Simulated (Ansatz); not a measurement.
Sr₂S₃. The state is a triplet with charge 0. Geometry B3LYP-D4/def2-SVP; atoms count from 1.

```xyz
5

Sr    1.198   -0.237   -1.725
Sr   -1.011    1.078    1.511
S    -1.126    1.235   -1.270
S     1.350   -0.571    1.153
S    -0.411   -1.506    0.331
```

In the def2 sets Sr takes a core potential; there is no spin–orbit coupling. At PBE0-D4/def2-TZVP a singlet of charge 0 lies 2.19 eV below the triplet, each at its own geometry. The structure comes from a short search, and lower isomers may exist.

(1) Estimate the Mulliken populations from the PBE0/def2-TZVP orbitals of Ansatz.

(2) Where does the spin sit?

(3) And the Mayer bond orders between bonded heavy atoms (over 0.3)?

## Answers

(1) 
| atom | charge (e) | spin (α − β) |
| --- | --- | --- |
| Sr1 | 0.78 | 0.48 |
| Sr2 | 0.78 | 0.48 |
| S3 | -0.69 | 0.66 |
| S4 | -0.49 | 0.06 |
| S5 | -0.39 | 0.31 |
Mulliken values and Mayer orders depend strongly on the basis.

(2) Summed by element: Sr 0.97, S 1.03, of 2 unpaired in all. Largest on single atoms: S3 0.66, Sr1 0.48, Sr2 0.48.

(3) Sr1–Sr2 0.49 (4.13 Å); Sr1–S3 0.58 (2.79 Å); Sr1–S4 0.38 (2.90 Å); Sr1–S5 0.34 (2.90 Å); Sr2–S3 0.58 (2.79 Å); Sr2–S4 0.38 (2.90 Å); Sr2–S5 0.34 (2.90 Å); S4–S5 1.08 (2.16 Å).
